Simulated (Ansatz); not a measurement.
Program: Ansatz. Geometries: PBE0-D4/def2-TZVP. ΔE: electronic, gas phase. CBS: MP2 limit from def2 TZ/QZ plus the TZ coupled-cluster correction, frozen cores. This one scheme is used for every species, atoms too. For atomizations the MP2-based limit and the directly extrapolated one differ by several kJ/mol either way, and by 10 to 25 for some Ge, Se and Sn compounds, so smaller differences from it don't rank the levels. DFT in def2-TZVPP. HSE06 is defined as in plane-wave codes. Open shells (•) are unrestricted, without spin–orbit coupling. Spin–orbit coupling would lower the free atoms: a little for B, C, Cl. One conformer a species, not always the lowest.

Consider the atomization: `C[NH2+][B-](Cl)(Cl)Cl` → B• + C• + 3 Cl• + 5 H• + N•.

CCSD(T)/CBS gives +40.72 eV.

Problem. Another level gave +41.01 eV. Which?
A. B97M-V/def2-TZVPP
B. HSE06-D4/def2-TZVPP
C. ωB97M-V/def2-TZVPP
D. r2SCANh/def2-TZVPP

Solution. A. B97M-V 41.01, r2SCANh 40.64, ωB97M-V 41.07, HSE06-D4 41.14 eV.

Problem. What do rigid-rotor, harmonic-oscillator terms from PBE0-D4/def2-TZVP frequencies (298.15 K, 1 bar) make of the CCSD(T)/CBS value? (Estimate.)

Solution. Computed: ΔZPE = -2.11 eV, ΔH = +39.09 eV, ΔS = 1176 J/(mol·K), ΔG = +35.46 eV. Open shells count their whole term as degenerate.

Largest T1 diagnostic among the species: 0.014.

From r2SCAN to r2SCAN0 (25 % exact exchange), in def2-TZVPP and without D4, ΔE moves by −0.55 eV: exact exchange takes away binding that semilocal exchange gives to molecules. The D4 term adds +0.58 eV with B3LYP and +0.30 eV with PBE0; it sums over pairs of atoms, weighted by their polarisabilities, and B3LYP, whose exchange is more repulsive, gets the larger term.

B3LYP here is the variant with VWN-RPA as its local correlation; programs differ in this.
